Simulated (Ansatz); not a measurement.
Reaction (SMILES): [O]=[Zr]=[O] → [O]=[Zr]=[O] as triplet, charge 0 (to the triplet)

Wanted: adiabatic triplet-singlet gap, E(triplet) - E(singlet) (0 K, with zero-point energies), in eV. Terms: no dispersion term unless named; open shells spin-unrestricted; def2 sets with scalar-relativistic core potentials past Kr; STO-3G and 3-21G all-electron and non-relativistic; spin-orbit terms left out. First-principles rows: single points at B3LYP-D3(BJ) geometries (Ansatz, a program for electronic structure), with unscaled harmonic terms from B3LYP/6-31G* (LANL2DZ past Ar) at its own minima. A UHF reference is markedly spin-contaminated in at least one set, which strains HF and MP2. Levels can end on unlike triplets.

| species | coefficient | E at HF/STO-3G (Ansatz), Eh | E at wB97X-V/def2-TZVPD (Ansatz), Eh | zero-point energy, kcal/mol |
|---|---|---|---|---|
| [O]=[Zr]=[O] | -1 | -3650.91576 | -197.52046 | 3.05 |
| [O]=[Zr]=[O] as triplet, charge 0 | +1 | -3650.93644 | -197.44378 | 1.86 |

 1 Eh = 27.2114 eV and 1 eV = 23.0605 kcal/mol.

Problem. Work the quantity out at each level.

Solution. 
- HF/STO-3G: the sum of coefficient times E is -0.02068 Eh, or -0.563 eV; the thermal terms add -0.052. Result: -0.61 eV.
- wB97X-V/def2-TZVPD: the sum of coefficient times E is 0.07668 Eh, or 2.087 eV; the thermal terms add -0.052. Result: 2.03 eV.
